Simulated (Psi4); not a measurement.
CHO$_{2}$ (SMILES O=[C]O), doublet, geometry from GFN2-xTB. Base run: CCSD(T)/6-31G* (Psi4 1.11).

Input for Psi4:
```
memory 2 GB

molecule {
0 2
O    -1.03300099   -0.39412693   -0.00168439
C    -0.02709385    0.41048045   -0.01284311
O     1.15649400    0.25596664    0.00752085
H    -0.82538098   -1.35760035    0.03036691
}

set {
  basis 6-31g*
  reference uhf
}

energy('ccsd(t)')
print_variables()
```

The base run was repeated with changes; each row names its change, and settings that it needs were set with it.

| change | ΔE vs base (kcal/mol) | MP2 correlation (Eh) | CC correlation without the perturbative part (Eh) | basis functions | core-seconds (rough) |
|---|---|---|---|---|---|
| base | 0.000 | -0.47053 | -0.47915 | 47 | 30 |
| method = mp3 | 16.35 | -0.47058 | - | 47 | 4 |
| method = omp2 | 7.47 | -0.47058 | - | 47 | 10 |
| method = mp2 | 14.89 | -0.47058 | - | 47 | 3 |
| scf_type = pk; mp2_type = conv | 0.000 | -0.47053 | -0.47915 | 47 | 30 |
| method = ccsd | 9.28 | -0.47053 | -0.47915 | 47 | 20 |
| freeze_core = on | 6.09 | -0.46043 | -0.46959 | 47 | 10 |
| puream = off | 0.000 | -0.47053 | -0.47915 | 47 | 30 |
| method = scs-mp2 | 26.88 | -0.47053 | - | 47 | 3 |
| method = lccd | 7.73 | -0.47053 | - | 47 | 8 |

Open shells are given as the SCF converged; they aren't shown to be the lowest states, and a large step between rows can be another state.
